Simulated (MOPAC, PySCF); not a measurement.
H₃BBr₂Si, SMILES `[SiH3]B(Br)Br`, neutral singlet in the gas phase. 

Z-matrix (Å, degrees):
```
Si
H 1 1.4947
H 1 1.4960 2 109.78
H 1 1.4993 2 108.72 3 118.20
B 1 2.0162 2 111.76 4 118.72
Br 5 1.9147 1 121.14 2 -19.44
Br 5 1.9156 6 118.96 1 178.28
```
Charge 0, spin multiplicity 1.

All levels are single points at this geometry (PBE-D3(BJ)/def2-TZVP); Pople sets use spherical d functions. Orbital energies aren't observables, and empty levels follow the basis.

B3LYP/6-31G* in PySCF gives HOMO (eV) = -7.84.

Problem. Estimate the HOMO (eV) from each of these levels: PBE-D3(BJ)/def2-TZVP in PySCF; B3LYP/3-21G in PySCF; B3LYP/LANL2DZ in PySCF; BP86/6-31G* in PySCF; M06-2X/6-31G* in PySCF; HF/3-21G in PySCF; HF/STO-3G in PySCF; AM1 in MOPAC.

Solution. 
```json
[
 {"level": "PBE-D3(BJ)/def2-TZVP in PySCF", "HOMO (eV)": "-6.91"},
 {"level": "B3LYP/3-21G in PySCF", "HOMO (eV)": "-7.61"},
 {"level": "B3LYP/LANL2DZ in PySCF", "HOMO (eV)": "-7.95"},
 {"level": "BP86/6-31G* in PySCF", "HOMO (eV)": "-6.97"},
 {"level": "M06-2X/6-31G* in PySCF", "HOMO (eV)": "-9.24"},
 {"level": "HF/3-21G in PySCF", "HOMO (eV)": "-10.68"},
 {"level": "HF/STO-3G in PySCF", "HOMO (eV)": "-8.18"},
 {"level": "AM1 in MOPAC", "HOMO (eV)": "-10.48"}
]
```
